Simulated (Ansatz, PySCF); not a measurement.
Breaking the In1–H2 bond in H3In (SMILES [InH3]) (multiplicity 1 held, fragments rigid). Energies count from the point at 1.731 Å.
Geometry at that point (charge 0, multiplicity 1):
```xyz
4

In     0.00000     0.00000     0.00000
H      0.68665    -0.47438     1.51602
H     -0.39135     1.66044    -0.29091
H     -0.29530    -1.18606    -1.22511
```

U- levels take the lowest unrestricted solution at each point, which mixes spins at long bonds.

Rows in LANL2DZ carry no dispersion term and start afresh at each structure. LANL2DZ brings its own core potentials from Na on.

The values were computed with Ansatz (a program for electronic structure) with Gaussian orbitals; PySCF for LANL2DZ rows. Each number belongs to the level named beside it. In def2 rows elements past Kr take small-core potentials, without spin–orbit coupling.

Q: Estimate the energy at R = 5.538 Å that U-r2SCAN/def2-TZVPP returns for this input.

A: 72.3 kcal/mol

Q: Predict the energy at R = 5.538 Å from U-B3LYP/LANL2DZ.

A: 75.8 kcal/mol

Doubts at one or more of the structures used: a spin-contaminated determinant (U-r2SCAN/def2-TZVPP, U-B3LYP/LANL2DZ).
